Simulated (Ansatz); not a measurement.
Ansatz (a first-principles code) input (B3LYP-D3(BJ)/def2-TZVP):

Ansatz 0.2 input:
```yaml
crystal:
  periodic: [false, false, false]
  atoms:
    - {symbol: La, position_ang: [0.06882502, 0.04039515, -0.00560318]}
    - {symbol: F, position_ang: [-1.76353394, -1.03506275, 0.14357276]}
    - {symbol: F, position_ang: [-0.32941070, 1.96226026, -0.91639130]}
    - {symbol: F, position_ang: [1.65705281, -1.18303346, 0.80830535]}
basis:
  gaussian:
    orbitals: def2-TZVP
hamiltonian:
  xc: b3lyp
  dispersion: d3bj
total_charge: 1
magnetization: {spin_polarized: true, initial_magnetization: 1}
phonons: {temperatures: {t_min: 298.15, t_max: 298.15, t_step: 100}}
```

Output:

```
Functional definition: B3LYP
integrals: 0.04 GiB planned
815 factors; their error is unknown
mean field: 0.54 GiB planned
mean field evaluation 1: about -8992.1176 eV, gradient 7.6e1 eV
mean field evaluation 2: about -8747.8318 eV, gradient 2.1e2 eV
mean field evaluation 4: about -9001.3451 eV, gradient 4.7e1 eV
mean field evaluation 8: about -9008.9308 eV, gradient 6.4e-1 eV
mean field evaluation 16: about -9008.9707 eV, gradient 1.6e-2 eV
mean field evaluation 32: about -9008.8298 eV, gradient 1.1e0 eV
mean field -9008.97070001 eV, -331.0735667258 hartree, gradient 1.9e-5 eV, S^2 0.760142; 4 other end points of the search recorded, 0 dependent functions left out
the calculation of the forces begins
reference -9008.97098557 eV, -331.0735772199 hartree; 19, 18 occupied and 114, 115 virtual orbitals, 815 factors
these checks for a lower state are left out or cut short: stability, starts, cluster_reference, orbital_swaps, neighbouring_geometries, increment
integrals: 0.04 GiB planned
815 factors; their error is unknown
mean field: 0.54 GiB planned
mean field -9008.97067316 eV, -331.0735657389 hartree, gradient 2.5e-6 eV, S^2 0.760144; 0 other end points of the search recorded, 0 dependent functions left out
the calculation of the forces begins
reference -9008.97095868 eV, -331.0735762318 hartree; 19, 18 occupied and 114, 115 virtual orbitals, 815 factors
these checks for a lower state are left out or cut short: stability, starts, cluster_reference, orbital_swaps, neighbouring_geometries, increment
integrals: 0.04 GiB planned
815 factors; their error is unknown
mean field: 0.54 GiB planned
mean field -9008.97067297 eV, -331.0735657320 hartree, gradient 2.2e-6 eV, S^2 0.760140; 0 other end points of the search recorded, 0 dependent functions left out
the calculation of the forces begins
reference -9008.97095856 eV, -331.0735762273 hartree; 19, 18 occupied and 114, 115 virtual orbitals, 815 factors
these checks for a lower state are left out or cut short: stability, starts, cluster_reference, orbital_swaps, neighbouring_geometries, increment
integrals: 0.04 GiB planned
815 factors; their error is unknown
mean field: 0.54 GiB planned
mean field -9008.97068079 eV, -331.0735660192 hartree, gradient 2.1e-6 eV, S^2 0.760133; 0 other end points of the search recorded, 0 dependent functions left out
the calculation of the forces begins
reference -9008.97096633 eV, -331.0735765127 hartree; 19, 18 occupied and 114, 115 virtual orbitals, 815 factors
these checks for a lower state are left out or cut short: stability, starts, cluster_reference, orbital_swaps, neighbouring_geometries, increment
integrals: 0.04 GiB planned
815 factors; their error is unknown
mean field: 0.54 GiB planned
mean field evaluation 64: about -9008.9707 eV, gradient 2.4e-6 eV
mean field -9008.97069869 eV, -331.0735666770 hartree, gradient 2.4e-6 eV, S^2 0.760152; 0 other end points of the search recorded, 0 dependent functions left out
the calculation of the forces begins
reference -9008.97098426 eV, -331.0735771717 hartree; 19, 18 occupied and 114, 115 virtual orbitals, 815 factors
these checks for a lower state are left out or cut short: stability, starts, cluster_reference, orbital_swaps, neighbouring_geometries, increment
integrals: 0.04 GiB planned
815 factors; their error is unknown
mean field: 0.54 GiB planned
mean field -9008.97068443 eV, -331.0735661530 hartree, gradient 1.9e-6 eV, S^2 0.760156; 0 other end points of the search recorded, 0 dependent functions left out
the calculation of the forces begins
reference -9008.97097001 eV, -331.0735766481 hartree; 19, 18 occupied and 114, 115 virtual orbitals, 815 factors
these checks for a lower state are left out or cut short: stability, starts, cluster_reference, orbital_swaps, neighbouring_geometries, increment
integrals: 0.04 GiB planned
815 factors; their error is unknown
mean field: 0.54 GiB planned
mean field -9008.97065782 eV, -331.0735651752 hartree, gradient 1.3e-6 eV, S^2 0.760128; 0 other end points of the search recorded, 0 dependent functions left out
the calculation of the forces begins
reference -9008.97094335 eV, -331.0735756683 hartree; 19, 18 occupied and 114, 115 virtual orbitals, 815 factors
these checks for a lower state are left out or cut short: stability, starts, cluster_reference, orbital_swaps, neighbouring_geometries, increment
integrals: 0.04 GiB planned
815 factors; their error is unknown
mean field: 0.54 GiB planned
mean field -9008.97069988 eV, -331.0735667208 hartree, gradient 2.0e-6 eV, S^2 0.760142; 0 other end points of the search recorded, 0 dependent functions left out
the calculation of the forces begins
reference -9008.97098546 eV, -331.0735772158 hartree; 19, 18 occupied and 114, 115 virtual orbitals, 815 factors
these checks for a lower state are left out or cut short: stability, starts, cluster_reference, orbital_swaps, neighbouring_geometries, increment
integrals: 0.04 GiB planned
815 factors; their error is unknown
mean field: 0.54 GiB planned
mean field -9008.97069798 eV, -331.0735666511 hartree, gradient 2.7e-6 eV, S^2 0.760142; 0 other end points of the search recorded, 0 dependent functions left out
the calculation of the forces begins
reference -9008.97098351 eV, -331.0735771443 hartree; 19, 18 occupied and 114, 115 virtual orbitals, 815 factors
Total energy: -9009.05702638 eV, -331.0767391614 hartree
Atom 0 at     0.068825     0.040395    -0.005603 Å, force    -0.000134    -0.000079     0.000011 eV/Å
Atom 1 at    -1.763534    -1.035063     0.143573 Å, force     0.000171     0.000100    -0.000014 eV/Å
Atom 2 at    -0.329411     1.962260    -0.916391 Å, force     0.000066    -0.000143     0.000074 eV/Å
Atom 3 at     1.657053    -1.183033     0.808305 Å, force    -0.000102     0.000122    -0.000071 eV/Å
Dipole moment:     0.381558     0.223946    -0.031063 e Å
Vibrations: 4.79 63.37 85.74 350.67 352.03 467.13 cm⁻¹, zero-point energy 0.082061 eV
```

The spin state was set by rule; other spins were not relaxed.
